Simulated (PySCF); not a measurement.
**Ionisation energy of Cd⁺ by level of theory**

Cd⁺ [Kr] 4d10 5s1 (2S) → Cd²⁺ [Kr] 4d10 (1S), as a difference of total energies. Computed with PySCF 2.14 in cc-pVTZ-PP with ECP28MDF (5s5p4d2f1g, 63 functions), with a scalar-relativistic core potential. Correlated levels: valence: 4s2 4p6 frozen. The calculations carry no spin-orbit coupling.

```tsv
method	ionisation energy (eV)	error (eV)
UHF	15.537	-1.371
LDA	17.798	+0.890
TPSS	17.119	+0.211
MP2 (valence)	16.666	-0.242
SCS-MP2 (valence)	16.482	-0.426
```

Reference: 16.908 eV (measured; NIST Atomic Spectra Database, ionization energies).

Errors of the correlated levels include the incompleteness of this basis and the frozen core.
